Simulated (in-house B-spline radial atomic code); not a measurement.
Atomic self-consistent-field run: Se VIII (Se7+) (with a hole in an inner shell). Method: Dirac-Hartree-Fock, average of the jj configuration, Fermi nucleus of rms radius 4.14 fm. Calculated with an all-electron radial atomic-structure program (B-spline basis).

In the input, a minus or plus after the letter marks the j = l - 1/2 or j = l + 1/2 subshell.

Command:
```bash
python run_scf.py task.json out
```
Settings (nuclear radius in fm, mass in u):
```
Z                34
configuration    1s2 2s2 2p-1 2p+4 3s2 3p6 3d10
hamiltonian      dirac
method           hf
spin_polarised   False
nucleus          fermi
rms_radius       4.14
atomic_mass      79.91652
speed_of_light   137.035999084
```

Output (hartree, bohr):
```
 radial grid: 64 intervals, B-splines of order 8, outer radius 8.961 bohr

 iter        energy (Eh)    residual
    1      -2326.5779569    1.36e+00
    2      -2351.7800896    1.09e+00
    3      -2360.5642215    2.78e-01
    4      -2361.3369400    6.86e-02
    5      -2361.3752272    3.91e-02
    6      -2361.3900106    1.38e-03
    7      -2361.3900276    3.44e-05
    8      -2361.3900276    3.41e-06
    9      -2361.3900276    3.94e-07
   10      -2361.3900276    1.49e-08

 total energy                    -2361.390028
 kinetic                           2417.49145
 electron-nucleus                 -5576.06817
 electron-electron                  797.18669

 first-order corrections (not in the total)
   Gaunt                            1.19029
   retardation                     -0.11106
   frequency dependence            -0.00536
   self-energy                      0.86921
   Uehling                         -0.08616
   Wichmann-Kroll                   0.00088
   recoil                           0.01221

 orbital      occ     eigenvalue          <r>       <r^2>       <1/r>     <1/r^3>       <r^4>       r_max    small
 1s1/2      2.000     -476.65521    0.0440191  0.00260804     34.5883           - 1.75288e-05      0.0288  1.52e-02
 2s1/2      2.000      -68.45606      0.19342    0.044161      7.7831           -   0.0033805      0.1632  3.06e-03
 2p1/2      1.000      -62.66691     0.167811   0.0347376     7.69134           -   0.0025546      0.1287  3.00e-03
 2p3/2      4.000      -60.83306     0.170038   0.0353226     7.49547     1206.17  0.00249672      0.1315  2.97e-03
 3s1/2      2.000      -13.84637     0.557563    0.356716     2.56914           -    0.199224      0.4928  7.46e-04
 3p1/2      2.000      -11.47738     0.561343    0.368583     2.48599           -    0.225551      0.4859  7.19e-04
 3p3/2      4.000      -11.30293     0.568911    0.377387     2.40956     179.492    0.235402      0.4907  6.84e-04
 3d3/2      4.000       -7.20375     0.572829    0.399079      2.1828     23.6512    0.317949      0.4326  5.80e-04
 3d5/2      6.000       -7.21790     0.572091    0.398005     2.18447     23.4716    0.316218      0.4318  5.84e-04
```

Run time, properties included: 1.3 s on 1 thread of Arm Neoverse N1, on a shared host.

For the Dirac Hamiltonian the kinetic term is c α·p + (β - 1)c².
